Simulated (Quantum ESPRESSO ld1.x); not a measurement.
Task: Sb2+, 49 electrons, occupied as [Kr] 4d10 5s2 5p1. Calculated with ld1.x of Quantum ESPRESSO 7.5: Dirac Kohn-Sham, BP86, spin-unpolarised, spherical densities, point nucleus; open shells fill j = l - 1/2 first. Some entries of the table are withheld. Estimate them.

| orbital | occ. | eigenvalue (hartree) | r(max) (bohr) | <1/r> (bohr^-1) |
|---|---|---|---|---|
| 1s1/2 | 2 | -1113.84 | 0.01834 | (1) |
| 2s1/2 | 2 | -170.014 | 0.1038 | 12.63 |
| 2p1/2 | 2 | -159.099 | 0.07982 | 12.61 |
| 2p3/2 | 4 | -149.841 | 0.08444 | 11.70 |
| 3s1/2 | 2 | -33.8793 | 0.3001 | 4.477 |
| 3p1/2 | 2 | -29.4181 | 0.2865 | 4.386 |
| 3p3/2 | 4 | -27.7100 | 0.2969 | 4.164 |
| 3d3/2 | 4 | -19.8324 | 0.2425 | (2) |
| 3d5/2 | 6 | -19.4775 | 0.2455 | (3) |
| 4s1/2 | 2 | -6.14004 | 0.7227 | (4) |
| 4p1/2 | 2 | (5) | (6) | 1.656 |
| 4p3/2 | 4 | (7) | (8) | 1.585 |
| 4d3/2 | 4 | -1.92938 | 0.8413 | 1.309 |
| 4d5/2 | 6 | -1.88340 | 0.8504 | 1.291 |
| 5s1/2 | 2 | -1.08442 | 1.845 | 0.6208 |
| 5p1/2 | 1 | -0.76352 | 2.117 | (9) |
| 5p3/2 | 0 | -0.73111 | 2.193 | (10) |

Result: 
(1) 1s1/2 <1/r> (bohr^-1): 54.33
(2) 3d3/2 <1/r> (bohr^-1): 4.012
(3) 3d5/2 <1/r> (bohr^-1): 3.955
(4) 4s1/2 <1/r> (bohr^-1): 1.771
(5) 4p1/2 eigenvalue (hartree): -4.63123
(6) 4p1/2 r(max) (bohr): 0.7457
(7) 4p3/2 eigenvalue (hartree): -4.31487
(8) 4p3/2 r(max) (bohr): 0.7702
(9) 5p1/2 <1/r> (bohr^-1): 0.5265
(10) 5p3/2 <1/r> (bohr^-1): 0.5075
